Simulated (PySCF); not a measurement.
# Bond length, frequency and bond energy of BeCl⁺ by level of theory

State: ¹Σ⁺ (singlet), closed shell. Set-up: Be def2-SVP, Cl def2-SVP; no relativity (PySCF 2.14). De refers to Be⁺ + Cl in their high-spin ground configurations, without counterpoise correction. A positive dipole points towards Cl; it is taken about the centre of mass and depends on that origin.

```tsv
Level	Re (Å)	ωe (cm⁻¹)	De (eV)	μ (D)	CPU s a point (SCF and correlation, without the integrals)
RHF	1.758	970	2.79	-9.06	0.016
RHF-MP2	1.764	962	3.89	n/a	0.023
RHF-SCS-MP2	1.765	958	3.80	n/a	n/a
RHF-CCSD	1.765	951	3.77	n/a	n/a
RHF-CCSD(T)	1.769	944	3.86	n/a	0.13
LDA	1.754	954	5.00	-7.93	0.15
PBE	1.766	936	4.44	-7.99	0.28
BLYP	1.766	930	4.35	-7.89	0.19
r²SCAN	1.763	949	4.26	-8.43	0.34
M06-L	1.756	963	4.59	-8.67	0.32
PBE0	1.757	959	4.23	-8.32	0.42
CAM-B3LYP	1.747	973	4.22	-8.25	0.35
```

Q: Which functional lies closest to RHF-CCSD(T) in De, which farthest, and by how much do they differ from it?

A: Closest is CAM-B3LYP (-2.2 pm in Re, +3.1 % in ωe, +0.36 eV in De against RHF-CCSD(T) in the same basis), farthest LDA (-1.5 pm in Re, +1.1 % in ωe, +1.14 eV in De). CCSD(T) converges more slowly with the basis than the functionals do and binds too weakly in this one, so the order can change at the basis-set limit.

Q: What does a quarter of exact exchange do here, going from PBE to PBE0?

A: PBE0 less PBE: -0.9 pm in Re, +2.5 % in ωe, -0.21 eV in De. Exact exchange removes part of the self-interaction that spreads semilocal densities, and in most molecules shortens and stiffens the bond and lowers De; so it does here.

Q: What does the step from GGA to meta-GGA do here, going from PBE to r²SCAN?

A: r²SCAN less PBE: -0.3 pm in Re, +1.4 % in ωe, -0.18 eV in De. 

Correlated steps freeze 5 core orbitals. Correlated levels converge slowly with the basis: in double zeta they bind strong bonds too weakly, by up to about 1 eV, and carry superposition errors of some tenths. For an ion De counts to the pair picked by the measured ionisation energies or electron affinities, which need not be the lowest pair at this level. Where the molecule has an RHF reference, its open-shell atoms are computed with UHF.

The whole job (state search and all levels along the bond) took about 0.59 min on 1 thread of Intel Xeon Platinum 8375C @ 2.90GHz (shared host), peak memory 0.35 GiB.
